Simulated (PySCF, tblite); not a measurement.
Isomers of C5H12FPSi. Computed with GFN2-xTB (tblite): harmonic, unscaled wavenumbers at the GFN2-xTB geometry, gas phase. Against measured fundamentals such values can be off by several per cent, at times by over 20. Modes of hydrogen on silicon can be 10 to 20 % off. One conformer each.

Electronic energies: PBE0/pcSseg-1 single points on the GFN2-xTB geometries (PySCF, gas phase).

| SMILES | electronic energy, lowest = 0 (kcal/mol) |
| --- | --- |
| CP1CC[SiH](F)CC1 | 0.0 |
| FC1CCP([SiH3])CC1 | 46.1 |
| CC(C)/C(F)=P\C[SiH3] | 73.6 |
| C[Si](C)(C)C/P=C/F | 52.1 |

How do GFN2-xTB zero-point energies change the relative energies?

```json
{"SMILES": "CP1CC[SiH](F)CC1", "ZPE (kcal/mol)": "99.6", "of it from modes above 1550 cm⁻¹": "49.8", "electronic (kcal/mol)": "0.0", "with ZPE, lowest = 0 (kcal/mol)": "0.0", "lowest mode (cm⁻¹)": "60", "rings": "1"}
{"SMILES": "FC1CCP([SiH3])CC1", "ZPE (kcal/mol)": "97.8", "of it from modes above 1550 cm⁻¹": "47.6", "electronic (kcal/mol)": "46.1", "with ZPE, lowest = 0 (kcal/mol)": "44.3", "lowest mode (cm⁻¹)": "43", "rings": "1"}
{"SMILES": "C[Si](C)(C)C/P=C/F", "ZPE (kcal/mol)": "97.9", "of it from modes above 1550 cm⁻¹": "52.0", "electronic (kcal/mol)": "52.1", "with ZPE, lowest = 0 (kcal/mol)": "50.4", "lowest mode (cm⁻¹)": "25", "rings": "0"}
{"SMILES": "CC(C)/C(F)=P\\C[SiH3]", "ZPE (kcal/mol)": "95.9", "of it from modes above 1550 cm⁻¹": "48.5", "electronic (kcal/mol)": "73.6", "with ZPE, lowest = 0 (kcal/mol)": "69.9", "lowest mode (cm⁻¹)": "45", "rings": "0"}
```

The zero-point energies span 3.7 kcal/mol, from `CC(C)/C(F)=P\C[SiH3]` to `CP1CC[SiH](F)CC1`. The order is unchanged.

And how do the electronic energies of GFN2-xTB itself compare?

`CP1CC[SiH](F)CC1` 0.0; `FC1CCP([SiH3])CC1` 25.0; `C[Si](C)(C)C/P=C/F` 77.5; `CC(C)/C(F)=P\C[SiH3]` 57.7 kcal/mol, lowest = 0. Against the energies above, taken from the same isomer `CP1CC[SiH](F)CC1`, the largest difference is 25.4 kcal/mol.

What do entropy and thermal enthalpy add at 298.15 K and 1 bar (rigid rotor, harmonic oscillator, one conformer each)?

```csv
SMILES,point group,symmetry number,S (cal/(mol K)),H − H(0) (kcal/mol),ZPE + H − H(0) − TS (kcal/mol)
CP1CC[SiH](F)CC1,Cs,1,98.2,7.07,77.4
FC1CCP([SiH3])CC1,Cs,1,98.2,6.90,75.4
CC(C)/C(F)=P\C[SiH3],C1,1,107.6,8.05,71.9
```

Not tabulated: `C[Si](C)(C)C/P=C/F` (lowest mode only 25 cm⁻¹).
